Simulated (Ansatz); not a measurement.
Basis sets compared for GaSi4 (the lowest doublet isomer of a short search). Charge 0, multiplicity 2. Geometry B3LYP-D4/def2-SVP. Ansatz on 4 threads of Arm Neoverse V2 on a shared host; times are rough, and most runs start from earlier orbitals.

```xyz
5

Ga   -1.222   -1.155    1.957
Si    0.482   -0.912   -0.526
Si   -0.177    0.209   -2.423
Si    0.811    0.390    1.464
Si    0.106    1.468   -0.472
```

The structure comes from a short search, and lower isomers may exist.

Binding counts from free atoms (Ga doublet, Si triplet) in the same basis, without a counterpoise term.

```json
{"level": "PBE-D4/def2-SVP", "functions": "104", "energy (Eh)": "-3081.3122", "HOMO (eV)": "-4.83", "LUMO (eV)": "-4.17", "binding per atom (eV)": "2.98", "wall time": "2 s"}
{"level": "PBE-D4/def2-TZVP", "functions": "196", "energy (Eh)": "-3081.9600", "HOMO (eV)": "-4.76", "LUMO (eV)": "-4.10", "binding per atom (eV)": "3.01", "wall time": "4.1 s"}
{"level": "r2SCAN-D4/def2-TZVP", "functions": "196", "energy (Eh)": "-3082.6869", "HOMO (eV)": "-5.08", "LUMO (eV)": "-3.96", "binding per atom (eV)": "2.90", "wall time": "13 s"}
{"level": "PBE0-D4/def2-SVP", "functions": "104", "energy (Eh)": "-3081.4344", "HOMO (eV)": "-5.62", "LUMO (eV)": "-3.53", "binding per atom (eV)": "2.84", "wall time": "3.2 s"}
{"level": "PBE0-D4/def2-TZVP (with forces)", "functions": "196", "energy (Eh)": "-3082.0790", "HOMO (eV)": "-5.54", "LUMO (eV)": "-3.43", "binding per atom (eV)": "2.88", "wall time": "9.5 s"}
```

(1) Estimate the rows for PBE-D4/def2-TZVPD, r2SCAN-D4/def2-TZVPD, PBE0-D4/def2-TZVPD.

Answers

(1) 
```
               level  functions  energy (Eh)  HOMO (eV)  LUMO (eV)  binding per atom (eV)  wall time
   PBE-D4/def2-TZVPD        226   -3081.9612      -4.78      -4.12                   3.01      7.5 s
r2SCAN-D4/def2-TZVPD        226   -3082.6880      -5.08      -3.96                   2.90       17 s
  PBE0-D4/def2-TZVPD        226   -3082.0801      -5.54      -3.44                   2.88       14 s
```
